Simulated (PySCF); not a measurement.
Bonds broken one at a time in the series Al CH3-H. Gas-phase values, no solvent. Strings in code marks are SMILES.

Computed with PBE0-D4/def2-TZVP (PySCF). 

```json
[
 {"species": "radical fragment (`[CH3][Al][CH3]`)", "dipole moment (D)": "0.43"},
 {"species": "whole molecule (`[CH3][AlH][CH3]`)", "dipole moment (D)": "0.68"},
 {"species": "radical fragment (`[CH3][AlH]`)", "dipole moment (D)": "0.69"},
 {"species": "whole molecule (`[AlH3]`)", "dipole moment (D)": "[?]"}
]
```

What belongs in the gaps?


- whole molecule (`[AlH3]`), dipole moment (D): 0.00
